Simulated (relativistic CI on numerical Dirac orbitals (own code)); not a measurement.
Radial Dirac CI calculation of Zn XXIX.

Command:

```sh
python run_levels.py task.json out
```

Input:

```
atom Zn  Z=30  charge=28  electrons=2
nucleus A=64  rms_radius_fm=3.5355
hamiltonian dirac-coulomb  breit=on  qed=off  c_scale=1
orbitals kli  potential=per-configuration
slater_scale 1
correlation none
mixing on
grid step=0.04 r_max=4.1
scf mixing=0.4 start=green max_iterations=150 tolerance=2e-08 node_fill=0.05
configurations
  1s2
  1s 2s
  1s 2p
end
```

Output:

```
SCF 1: 1s2
 iter      energy (Ha)   residual   last orbital (Ha)
    1      -891.947258   8.03e-01   -454.35467
    2      -892.024531   4.82e-01   -447.19280
    3      -892.067550   1.74e-03   -436.57195
    4      -892.067555   1.32e-04   -436.60217
    5      -892.067555   5.31e-07   -436.60398
    6      -892.067555   1.47e-08   -436.60398
SCF 2: 1s 2s
 iter      energy (Ha)   residual   last orbital (Ha)
    1      -563.642766   5.34e-01   -112.58555
    2      -563.689009   3.19e-01   -110.80244
    3      -563.712931   2.56e-03   -108.18025
    4      -563.713053   4.45e-05   -108.17290
    5      -563.713054   3.53e-06   -108.17238
    6      -563.713054   1.37e-08   -108.17240
SCF 3: 1s 2p
 iter      energy (Ha)   residual   last orbital (Ha)
    1      -561.685871   5.00e-01   -111.28313
    2      -561.748669   2.99e-01   -109.08353
    3      -561.785397   2.83e-03   -105.85639
    4      -561.785418   2.23e-04   -105.84976
    5      -561.785421   2.77e-06   -105.84843
    6      -561.785421   4.77e-08   -105.84843
    7      -561.785421   8.31e-10   -105.84843
orbital energies (Ha): 1s -436.6040
configuration averages (Ha): Dirac-Coulomb, Breit, QED
  1s2                           -892.067555    0.353242    0.000000
  1s 2s                         -563.713054    0.017149    0.000000
  1s 2p                         -561.785421    0.022172    0.000000
levels: no., configuration, term, J, E (cm-1), weight
   1 1s2                    1S   0                0.0  1.00
   2 1s 2s                  3S   1         71914939.1  1.00
   3 1s 2p                  3P*  0         72202278.5  1.00
   4 1s 2s                  1S   0         72219661.6  1.00
   5 1s 2p                  3P*  1         72223352.0  0.87
   6 1s 2p                  3P*  2         72451233.6  1.00
   7 1s 2p                  1P*  1         72618292.3  0.87
lowest total energy -891.714380 Ha
end: converged
```

Against the reference input this run has: nuclear radius 3.5355 fm, QED terms off, grid step 0.04. The reference run ends at -891.260590 Ha with Breit and QED terms. With a changed speed of light or nuclear radius the levels are not those of the real ion, and the QED model is not rescaled.
